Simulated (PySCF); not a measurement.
BrF2HOSi, SMILES O[Si](F)(F)Br.

The structure is a stationary point at B3LYP-D3(BJ)/def2-SVP. This is a generated structure with no PubChem entry under its InChIKey; it may be hypothetical. The values are those of a single conformer.

Two levels are set side by side: PBE/def2-TZVP (PySCF) and r2SCAN/def2-TZVP (PySCF). Same geometry, gas phase. Differences are taken from unrounded values.

```csv
quantity,r2SCAN,PBE,PBE minus r2SCAN
orbital gap (eV),7.57,6.66,-0.91
highest occupied level (eV),-8.24,-7.87,0.37
lowest empty level (eV),-0.66,-1.20,-0.54
dipole moment (D),1.57,1.51,-0.06
mean polarisability (bohr³),43.0,44.7,1.7
```

Rough cost on one machine, each run with all the roots and properties that it gave: r2SCAN against PBE about 4 times.
